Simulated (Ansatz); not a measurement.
# What each rung costs, and what it gives

Saddle point of Si₂NH₉O₃F₂, singlet (Si₂H₄O₂F₂ ([OH][Si]([F])([F])[O][SiH3]) + H₂O + NH₃ → SiNH₃OF₂ ([NH2][Si]([OH])([F])[F]) + SiH₄O ([OH][SiH3]) + H₂O (still joined by a long Si–O bond); bonds formed: O2–H9, H7–O10; dative contacts that become bonds: Si1–N8; bonds broken: H7–N8, H9–O10; bonds weakened to dative contacts: Si1–O2), PBE0-D4/def2-TZVP structure:

| atom | x (Å) | y (Å) | z (Å) |
| --- | --- | --- | --- |
| Si1 | -0.0886 | 0.6376 | 0.9938 |
| O2 | -0.1932 | 0.0727 | -0.7704 |
| Si3 | -1.0722 | 0.7563 | -1.9987 |
| F4 | -0.3737 | 2.1279 | 0.4565 |
| F5 | 0.0911 | 1.1238 | 2.5624 |
| O6 | -1.3022 | -0.4364 | 1.3205 |
| H7 | 1.3283 | -1.3146 | 0.3544 |
| N8 | 1.5772 | -0.0525 | 0.9483 |
| H9 | 0.2245 | -1.0925 | -0.7513 |
| O10 | 0.8614 | -2.0125 | -0.3975 |
| H11 | -1.2032 | -0.2905 | -3.0461 |
| H12 | -0.3527 | 1.9236 | -2.5633 |
| H13 | -2.4161 | 1.1640 | -1.5274 |
| H14 | -1.5601 | -0.3927 | 2.2442 |
| H15 | 2.0357 | 0.0056 | 1.8487 |
| H16 | 2.1706 | 0.3994 | 0.2610 |
| H17 | 0.2736 | -2.6192 | 0.0649 |

Barriers are electronic and count from the start structure reached by relaxing down the imaginary mode.

Computed with Ansatz 0.2.0 (basis: as named in each row); correlated methods freeze the cores. B3LYP uses VWN-RPA correlation. Extrapolation: Hartree–Fock as exp(−7.88 √X), correlation as X^−2.97.

Times are rough, for one single point on 2 threads of a shared host (AMD EPYC 7R13), with one NVIDIA H100 (or a share of it) where marked.

The estimate by CCSD(T) at an estimated basis limit (MP2 extrapolated from triple and quadruple zeta, plus CCSD(T) − MP2 in triple zeta) is 0.790 eV.

| method | basis | time (s) | barrier (eV) | method less estimate |
| --- | --- | --- | --- | --- |
| SPW92 | def2-TZVPP | 6 (H100) | 0.205 | -0.586 |
| r2SCAN-D4 | def2-TZVPP | 6 (H100) | 0.583 | -0.207 |
| BLYP-D4 | def2-TZVPP | 6 (H100) | 0.634 | -0.156 |
| r2SCAN0-D4 | def2-TZVPP | 6 (H100) | 0.667 | -0.123 |
| B3LYP-D4 | def2-TZVPP | 6 (H100) | 0.712 | -0.078 |
| PBE-D4 | def2-TZVPP | 8 (H100) | 0.518 | -0.272 |
| wB97X-V | def2-TZVPP | 8 (H100) | 0.739 | -0.051 |
| B97M-V | def2-TZVPP | 10 (H100) | 0.828 | 0.038 |
| PBE0-D4 | def2-TZVPP | 10 (H100) | 0.632 | -0.159 |
| BHLYP-D4 | def2-TZVPP | 10 (H100) | 0.862 | 0.072 |
| CAM-B3LYP-D4 | def2-TZVPP | 11 (H100) | 0.703 | -0.087 |
| wB97M-V | def2-TZVPP | 14 (H100) | 0.747 | -0.043 |
| B2PLYP | def2-TZVPP | 15 (H100) | 0.747 | -0.043 |
| PBE-QIDH | def2-TZVPP | 16 (H100) | 0.706 | -0.084 |
| MP2 | def2-QZVPP | 19 (H100) | 0.713 | -0.078 |
| RPA on PBE | def2-TZVPP | 21 (H100) | 0.736 | -0.054 |
| CCSD(T) | def2-TZVPP | 34 (H100) | 0.760 | -0.030 |

All methods are single points on the PBE0-D4 structures.

T1 diagnostic: at most 0.012.

Labels in which every atom is bracketed show which atoms are joined, not bond orders.
